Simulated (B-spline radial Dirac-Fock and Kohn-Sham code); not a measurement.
# Ta²⁺ 5d3/2: cross section and angular parameters

System: tantalum as Ta²⁺, configuration 1s2 2s2 2p6 3s2 3p6 3d10 4s2 4p6 4d10 4f14 5s2 5p6 5d3; threshold 22.67 eV (orbital energy of the model). The computed values come from a radial atomic solver: Dirac-Hartree-Slater photoionisation with a Latter tail; cross sections with all multipoles, angular parameters from the dipole term and its interference with E2.

For linearly polarised light dσ/dΩ = σ/(4π) [1 + β P₂(cos θ) + (δ + γ cos²θ) sin θ cos φ], with θ from the polarisation vector and φ the angle between the beam and the projection of the electron momentum on the plane normal to the polarisation.

```
hν (eV)   σ (kb)       β       γ       δ
   58.8      693   1.141   0.042   0.017
     60      647   1.166   0.045   0.018
    117     42.7   1.977   0.281   0.003
    121     36.3   1.985   0.293   0.000
    177     7.76   0.403   0.055   0.011
    200     6.59  -0.391  -0.091   0.045
    221     6.54  -0.669  -0.122   0.066
    237        ?       ?       ?       ?
    293     7.62  -0.330   0.032   0.070
    400     7.96   0.270   0.171   0.040
    572     6.61   0.747   0.159   0.010
    651     5.88   0.873   0.125   0.004
    665     5.76   0.891   0.119   0.003
    712     5.35   0.949   0.097   0.001
    800     4.66   1.036   0.061  -0.001
 1253.6     2.37   1.270  -0.035   0.005
   1410     1.92   1.310  -0.037   0.009
   1970    0.984   1.383   0.032   0.022
   2000    0.953   1.385   0.037   0.023
   2640    0.508   1.404   0.181   0.036
   2680    0.491   1.404   0.191   0.037
   2870    0.416   1.403   0.238   0.040
   2960    0.385   1.402   0.261   0.042
 2984.4    0.378   1.402   0.267   0.042
   3060    0.355   1.401   0.286   0.044
   3240    0.308   1.397   0.332   0.047
   3810    0.202   1.381   0.474   0.058
   9190   0.0154   1.159   1.450   0.157
 9251.7   0.0151   1.156   1.458   0.158
  13700  0.00415   1.009   1.928   0.242
```

Q: Give the values at 237 eV.

A: σ = 6.75 kb, β = -0.683, γ = -0.103, δ = 0.074.
